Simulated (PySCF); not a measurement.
selenium hexafluoride (F6Se), singlet, geometry from GFN2-xTB, with bond 7-2 at 1.3 times its length; PySCF with DF-B3LYP/def2-SVP.

The PySCF input:
```python
from pyscf import gto, scf, dft

mol = gto.Mole()
mol.atom = '''
    F     0.97227429   -1.31989934   -0.49748921
    Se   -0.00000000    0.00000000    0.00000000
    F     1.22973411    1.08914258   -0.48628133
    F    -1.22973411   -1.08914258    0.48628133
    F    -0.69092966    0.08112488   -1.56556125
    F     0.69092966   -0.08112488    1.56556125
    F    -1.26395658    1.71586914    0.64673597
'''
mol.basis = 'def2-svp'
mol.verbose = 4
mol.build()

mf = dft.RKS(mol)
mf.xc = 'b3lyp'
mf.DIIS = scf.EDIIS
mf = mf.density_fit(auxbasis='def2-universal-jkfit')
mf.kernel()
mf.analyze()
```

### Question
Predict the main parts of the log of this PySCF run.

### Answer

```
PySCF version 2.14.0

[INPUT] verbose = 4
[INPUT] num. atoms = 7
[INPUT] num. electrons = 88
[INPUT] charge = 0
[INPUT] spin (= nelec alpha-beta = 2S) = 0
[INPUT] symmetry False subgroup None
[INPUT] Mole.unit = angstrom
[INPUT] Symbol           X                Y                Z      unit          X                Y                Z       unit  Magmom
[...]
nuclear repulsion = 783.75797071362
number of shells = 48
number of NR pGTOs = 218
number of NR cGTOs = 116
basis = def2-svp
ecp = {}

******** <class 'pyscf.df.df_jk.DFRKS'> ********
method = DFRKS
initial guess = minao
damping factor = 0
level_shift factor = 0
DIIS = <class 'pyscf.scf.diis.EDIIS'>
diis_start_cycle = 1
diis_space = 8
diis_damp = 0
SCF conv_tol = 1e-09
SCF conv_tol_grad = None
SCF max_cycles = 50
direct_scf = False
XC library pyscf.dft.libxc version 7.1.2
    S. Lehtola, C. Steigemann, M. J. T. Oliveira, and M. A. L. Marques,  SoftwareX 7, 1–5 (2018)
XC functionals = b3lyp
    P. J. Stephens, F. J. Devlin, C. F. Chabalowski, and M. J. Frisch,  J. Phys. Chem. 98, 11623 (1994)
radial grids:
    Treutler-Ahlrichs [JCP 102, 346 (1995); DOI:10.1063/1.469408] (M4) radial grids

becke partition: Becke, JCP 88, 2547 (1988); DOI:10.1063/1.454033
pruning grids: <function nwchem_prune>
grids dens level: 3
symmetrized grids: False
atomic radii adjust function: <function treutler_atomic_radii_adjust>
small_rho_cutoff = 0
Set gradient conv threshold to 3.16228e-05
Initial guess from minao.
tot grids = 106000
******** <class 'pyscf.df.df.DF'> ********
auxbasis = def2-universal-jkfit
init E= -2999.63904886825
[...]
cycle= 1 E= -2999.21107751246  delta_E= 0.428  |g|= 1.57  |ddm|=  3.2

WARN: HOMO -0.172891434691733 == LUMO -0.172887664353645

cycle= 2 E= -2994.5982469115  delta_E= 4.61  |g|=  4.5  |ddm|= 6.98
[...]
cycle= 3 E= -2998.80371322743  delta_E= -4.21  |g|= 2.13  |ddm|= 6.54
[...]
cycle= 4 E= -2998.91322618214  delta_E= -0.11  |g|= 2.01  |ddm|= 1.31
[...]
cycle= 5 E= -2999.06576643031  delta_E= -0.153  |g|= 1.76  |ddm|= 0.419
[...]
cycle= 6 E= -2999.06576643603  delta_E= -5.72e-09  |g|= 1.76  |ddm|= 2.57e-07
[...]
cycle= 7 E= -2999.06576647062  delta_E= -3.46e-08  |g|= 1.76  |ddm|= 2.24e-07
[...]
cycle= 8 E= -2999.06576644479  delta_E= 2.58e-08  |g|= 1.76  |ddm|= 6.09e-08
[...]
cycle= 9 E= -2999.06576639263  delta_E= 5.22e-08  |g|= 1.76  |ddm|= 6.49e-08
[...]
cycle= 10 E= -2999.06576644678  delta_E= -5.41e-08  |g|= 1.76  |ddm|= 6.72e-08
[...]
[...]
cycle= 31 E= -2994.06636026842  delta_E=  -18  |g|= 5.53  |ddm|= 15.2
[...]
cycle= 32 E= -2994.5770240325  delta_E= -0.511  |g|= 5.28  |ddm|= 0.309
[...]
cycle= 33 E= -2994.57702399717  delta_E= 3.53e-08  |g|= 5.28  |ddm|= 2.36e-08
[...]
cycle= 34 E= -2994.57702402882  delta_E= -3.16e-08  |g|= 5.28  |ddm|= 2.47e-08
[...]
cycle= 35 E= -2994.57702402083  delta_E= 7.99e-09  |g|= 5.28  |ddm|= 4.25e-09
[...]
cycle= 36 E= -2994.57702402864  delta_E= -7.81e-09  |g|= 5.28  |ddm|= 4.17e-09
[...]
cycle= 37 E= -2994.57702402888  delta_E= -2.43e-10  |g|= 5.28  |ddm|= 2e-10
[...]
cycle= 38 E= -2971.34377033441  delta_E= 23.2  |g|= 5.69  |ddm|=  9.4
[...]
cycle= 39 E= -2963.84754255786  delta_E=  7.5  |g|= 7.08  |ddm|= 15.7
[...]
cycle= 40 E= -2984.30731418206  delta_E= -20.5  |g|=  8.1  |ddm|=   17
[...]
cycle= 41 E= -2996.16217312509  delta_E= -11.9  |g|= 4.35  |ddm|= 9.33
[...]
cycle= 42 E= -2996.16217312953  delta_E= -4.45e-09  |g|= 4.35  |ddm|= 8.26e-09
[...]
cycle= 43 E= -2996.16217402801  delta_E= -8.98e-07  |g|= 4.35  |ddm|= 9.02e-07
[...]
cycle= 44 E= -2996.1621731263  delta_E= 9.02e-07  |g|= 4.35  |ddm|= 9.09e-07
[...]
cycle= 45 E= -2996.16217312521  delta_E= 1.09e-09  |g|= 4.35  |ddm|= 6.91e-10
[...]
cycle= 46 E= -2996.16217312508  delta_E= 1.26e-10  |g|= 4.35  |ddm|= 8.28e-11
[...]
cycle= 47 E= -2969.47761207751  delta_E= 26.7  |g|= 6.34  |ddm|= 9.72
[...]
cycle= 48 E= -2960.59007087336  delta_E= 8.89  |g|= 7.29  |ddm|= 15.7
[...]
cycle= 49 E= -2979.17567537207  delta_E= -18.6  |g|= 9.28  |ddm|= 16.6
[...]
cycle= 50 E= -2996.58087363911  delta_E= -17.4  |g|= 4.09  |ddm|= 10.3
SCF not converged.
SCF energy = -2996.58087363911
**** SCF Summaries ****
Total Energy =                       -2996.580873639110905
Nuclear Repulsion Energy =             783.757970713620011
One-electron Energy =                -5721.291450196565165
Two-electron Energy =                 1940.952605843834135
Two-electron Coulomb Energy =         2090.783598462683130
DFT Exchange-Correlation Energy =     -149.830992618848967
HOMO-LUMO gap [eV] =                     3.135232078413005
**** MO energy ****
[...]
 ** Mulliken pop on meta-lowdin orthogonal AOs  **
 ** Mulliken pop  **
 ** Mulliken atomic charges  **
charge of    0F =     -0.97869
charge of    1Se =      1.94238
charge of    2F =      0.29486
charge of    3F =      0.29502
charge of    4F =     -0.29092
charge of    5F =     -0.29105
charge of    6F =     -0.97159
Dipole moment(X, Y, Z, Debye): -0.38079,  0.51448,  0.19363
```

Convergence was not reached.
